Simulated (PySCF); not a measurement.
# Electron correlation in O (oxygen, neutral)

[He] 2s2 2p4, high-spin 3P determinant. Computed with PySCF 2.14 in x2c-QZVPPall (7s4p3d2f1g, 57 functions), with scalar relativity by spin-free X2C-1e. Frozen: nothing; 8 electrons correlated.

MP2 pair energies summed by pair of shells (mhartree):

```json
{"pair": "2p-2p", "energy": "-72.62", "share (%)": "40.2"}
{"pair": "2s-2p", "energy": "-72.61", "share (%)": "40.2"}
{"pair": "1s-1s", "energy": "-14.24", "share (%)": "7.9"}
{"pair": "2s-2s", "energy": "-11.55", "share (%)": "6.4"}
{"pair": "1s-2p", "energy": "-6.73", "share (%)": "3.7"}
{"pair": "1s-2s", "energy": "-2.84", "share (%)": "1.6"}
```

Total MP2 correlation energy: -180.59 mhartree.

Same-spin part -40.85 and opposite-spin part -139.75 mhartree; SCS-MP2 scales them by 1/3 and 6/5 to -181.31 mhartree.

This basis was not built for core-valence correlation, so the inner-shell part is incomplete.
